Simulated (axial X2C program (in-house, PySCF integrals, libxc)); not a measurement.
NaRu⁻: from the spin-free to the two-component result

Computed with an in-house all-electron X2C program for linear molecules (integrals from PySCF). Spin-free means the one-electron spin-free X2C Hamiltonian; two-component (2c) means X2C with spin–orbit coupling and atomic mean-field two-electron Coulomb and Gaunt terms, so the difference of the two also holds small scalar two-electron terms. Basis: Ru dyall-acv3z [13s13p9d5f3g], Na dyall-av3z [10s9p5d2f] (cores contracted in-house); Gaussian nuclei, density fitting, unrestricted open shells. Masses: Ru 101.904 u, Na 22.990 u.

Spin-free state: M_S = 2, Λ = 2 (beyond evenly filled blocks: σα, π+α, π-α, δ+α, δ+β, δ-α); fragments Ru- + Na.

```tsv
level	Re (Å)	ωe (cm⁻¹)	De (eV)	μ (D)
PBE0	3.108	128.2	0.878	-7.54
```

Dipoles are positive if Na is the positive end and refer to the centre of mass.

Two-component determinant lowest at the distance of the search:

Ω = 4 (⟨Sz⟩ = 1.99, ⟨Lz⟩ = 2.01 at PBE0); fragments Ru- + Na.

| level | Re (Å) | ωe (cm⁻¹) | μ (D) |
| --- | --- | --- | --- |
| PBE0 | 3.107 | 128.1 | -7.56 |

Q: From the two tables, how do the constants change at the PBE0 level (2c against spin-free)?

A: At the PBE0 level Re goes down by 0.001 Å and ωe is unchanged to within 0.2 cm⁻¹.

The state is a single determinant with fixed occupations, the lowest that a limited PBE0 search found. Dissociation energies refer to the lowest single-determinant-based atoms at the same level and basis. De is not given where an atomic determinant may have missed its ground term or J level, or where the truncated virtual space spoils (T). Density functionals use the spin component along the axis (collinear). Other states lie close and PBE0, whose exact exchange favours high spin, may order them wrongly; the determinant shown need not be the ground state. The nearest other spin-free determinant of the search, M_S = 1, Λ = 2, lies 0.09 eV up at the distance of the search. Without a current term, density functionals place determinants with orbital angular momentum somewhat too high. With several unpaired electrons one determinant need not be a pure state. A state of lower Ω lies just above, and one determinant can place such states too high, so the state shown need not be the lowest. The search has Ω = 3 only 0.09 eV up. Open-shell Ω = 0 determinants with evenly filled partner blocks cannot be reached by this program, so the Ω shown need not be the lowest component. The highest occupied level of some functionals is positive through self-interaction error; at Hartree–Fock it is bound.
